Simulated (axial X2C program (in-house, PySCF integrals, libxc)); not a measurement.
## Outer orbitals of AlFe at 2.420 Å, PBE0

Computed with an axial X2C code built on PySCF integrals. Spin-free means the one-electron spin-free X2C Hamiltonian; two-component (2c) means X2C with spin–orbit coupling and atomic mean-field two-electron Coulomb and Gaunt terms, so the difference of the two also holds small scalar two-electron terms. Basis: Fe dyall-cv3z [9s10p6d3f2g], Al dyall-v3z [8s8p2d1f] (cores contracted in-house); Gaussian nuclei, density fitting, unrestricted open shells. Masses: Fe 55.935 u, Al 26.982 u.

The distance is close to the 2c PBE0 minimum; the highest filled and lowest empty levels are listed.

Spin-free orbitals, state M_S = 3/2, Λ = 0 (beyond evenly filled blocks: σα, δ+α, δ-α) (Löwdin shares):

```tsv
symmetry	occupied	ε (eV)	atomic character
σα	yes	-9.41	53% Fe d, 32% Al s, 9% Fe s
σβ	yes	-9.38	64% Al s, 17% Fe s, 12% Fe p
δ+α	yes	-9.24	100% Fe d
δ-α	yes	-9.24	100% Fe d
σα	yes	-8.05	47% Fe d, 31% Al s, 16% Fe s
π-α	yes	-7.97	98% Fe d
π+α	yes	-7.97	98% Fe d
π+β	yes	-5.25	81% Fe d, 14% Al p, 2% Fe p
π-β	yes	-5.25	81% Fe d, 14% Al p, 2% Fe p
σα	yes	-5.13	41% Fe s, 34% Al p, 11% Fe p
σβ	yes	-4.84	59% Al p, 25% Fe s, 10% Al s
π-α	no	-1.90	62% Al p, 36% Fe p, 2% Fe d
π+α	no	-1.90	62% Al p, 36% Fe p, 2% Fe d
π+β	no	-1.85	60% Al p, 22% Fe p, 18% Fe d
π-β	no	-1.85	60% Al p, 22% Fe p, 18% Fe d
```

Spinors with spin–orbit coupling (state Ω = 3/2):

| ω | occupied | ε (eV) | atomic character | λ mixture |
| --- | --- | --- | --- | --- |
| 1/2 | yes | -9.41 | 53% Fe d, 32% Al s, 9% Fe s | 100% σ |
| -1/2 | yes | -9.38 | 64% Al s, 17% Fe s, 12% Fe p | 100% σ |
| -3/2 | yes | -9.30 | 100% Fe d | 100% δ |
| 5/2 | yes | -9.19 | 100% Fe d | 100% δ |
| 1/2 | yes | -8.05 | 47% Fe d, 31% Al s, 16% Fe s | 100% σ |
| -1/2 | yes | -8.00 | 98% Fe d | 100% π |
| 3/2 | yes | -7.95 | 98% Fe d | 100% π |
| 1/2 | yes | -5.29 | 82% Fe d, 13% Al p, 2% Fe p | 100% π |
| -3/2 | yes | -5.21 | 81% Fe d, 14% Al p, 2% Fe p | 100% π |
| 1/2 | yes | -5.13 | 41% Fe s, 34% Al p, 11% Fe p | 100% σ |
| -1/2 | yes | -4.84 | 59% Al p, 25% Fe s, 10% Al s | 100% σ |
| -1/2 | no | -1.91 | 62% Al p, 36% Fe p, 2% Fe d | 100% π |
| 3/2 | no | -1.89 | 62% Al p, 36% Fe p, 2% Fe d | 100% π |
| 1/2 | no | -1.86 | 60% Al p, 22% Fe p, 17% Fe d | 100% π |
| -3/2 | no | -1.83 | 59% Al p, 22% Fe p, 18% Fe d | 100% π |

Mulliken charges and populations of the two-component result (they depend on the basis, above all on diffuse functions):

Fe 0.03 e (s 7.22 p 12.14 d 6.61), Al -0.03 e (s 5.87 p 7.08 d 0.07 f 0.01). ⟨Lz⟩ = 0.00 ħ and ⟨Sz⟩ = 1.50 ħ (1.81 and -0.31 on the two atoms), which add up to Ω.

The state is one determinant whose occupation by symmetry is held fixed; it was picked as the lowest of a PBE0 search that is not exhaustive. Density functionals use the spin component along the axis (collinear). With several unpaired electrons one determinant need not be a pure state. This is the top spin component of a Σ state; components of lower Ω are not single determinants and can lie lower. The determinant is spin-polarised beyond a pure state at some levels (its spin-free form has ⟨S²⟩ too high), which makes Re and μ there less reliable.
